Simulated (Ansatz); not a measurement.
Two members of one family ((AlE)4 cubane), computed with Ansatz in the gas phase; def2 core potentials for Te, no spin–orbit coupling. Binding counts from free atoms in the multiplicity of their measured ground term, without zero-point energy. A dash marks a value that wasn't run or was left out as unsound. The structures are stationary points that may keep the symmetry of their start. Remarks come from the PBE and PBE0 runs and from stability tests at other levels; not every state was tested. HOMO above LUMO (over both spins in singlets and doublets, within one spin in higher multiplets; at PBE or PBE0), or a gap under 0.15 eV within one spin, warns that the state may not be the lowest or that an electron is smeared out.

First: (ClAlO)4 cubane (singlet, charge 0, PBE-D4/def2-SVP geometry).

```xyz
12

Al   -0.448    1.559    0.102
Cl   -1.022    3.558    0.232
O    -0.279    0.378    1.536
Al   -1.188   -0.944    0.582
Cl   -2.710   -2.154    1.329
O    -1.337    0.231   -0.860
Al    0.283   -0.382   -1.554
Cl    0.645   -0.872   -3.546
O     1.174    0.933   -0.576
Al    1.352   -0.233    0.870
Cl    3.087   -0.532    1.986
O     0.443   -1.541   -0.100
```

```csv
level,HOMO (eV),LUMO (eV),gap (eV),vertical triplet (eV),binding per atom (eV)
PBE-D4/def2-SVP,-8.25,-2.65,5.60,–,4.86
PBE-D4/def2-TZVP,-8.35,-2.79,5.55,5.51,4.80
r2SCAN-D4/def2-TZVP,-8.76,-2.38,6.38,6.20,4.83
PBE0-D4/def2-SVP,-9.83,-1.84,7.99,–,4.74
PBE0-D4/def2-TZVP,-9.88,-1.95,7.93,–,4.70
```

Remarks: gap within one spin near zero at PBE or PBE0 (triplet).

Second: (HAlTe)4 cubane (singlet, charge 0, PBE-D4/def2-SVP geometry).

```xyz
12

Al   -1.323   -0.650    1.429
H    -2.349   -1.154    2.537
Te   -0.602   -2.448   -0.445
Al    1.702   -1.147    0.070
H     3.021   -2.036    0.123
Te    1.074    0.207    2.314
Al    0.483    1.963    0.357
H     0.857    3.485    0.636
Te   -2.122    1.430   -0.088
Al   -0.861   -0.166   -1.856
H    -1.529   -0.295   -3.296
Te    1.649    0.811   -1.782
```

Estimate how these quantities change from the first to the second (second minus first).


```json
{"level": "PBE-D4/def2-SVP", "Δ HOMO (eV)": "1.92", "Δ LUMO (eV)": "0.35", "Δ gap (eV)": "-1.57", "Δ vertical triplet (eV)": "–", "Δ binding per atom (eV)": "-1.86"}
{"level": "PBE-D4/def2-TZVP", "Δ HOMO (eV)": "2.08", "Δ LUMO (eV)": "0.42", "Δ gap (eV)": "-1.65", "Δ vertical triplet (eV)": "-1.73", "Δ binding per atom (eV)": "-1.82"}
{"level": "r2SCAN-D4/def2-TZVP", "Δ HOMO (eV)": "2.21", "Δ LUMO (eV)": "0.24", "Δ gap (eV)": "-1.98", "Δ vertical triplet (eV)": "-2.07", "Δ binding per atom (eV)": "-1.85"}
{"level": "PBE0-D4/def2-SVP", "Δ HOMO (eV)": "2.51", "Δ LUMO (eV)": "0.19", "Δ gap (eV)": "-2.31", "Δ vertical triplet (eV)": "–", "Δ binding per atom (eV)": "-1.76"}
{"level": "PBE0-D4/def2-TZVP", "Δ HOMO (eV)": "2.65", "Δ LUMO (eV)": "0.25", "Δ gap (eV)": "-2.40", "Δ vertical triplet (eV)": "–", "Δ binding per atom (eV)": "-1.73"}
```

Remarks: gap within one spin near zero at PBE or PBE0 (triplet).
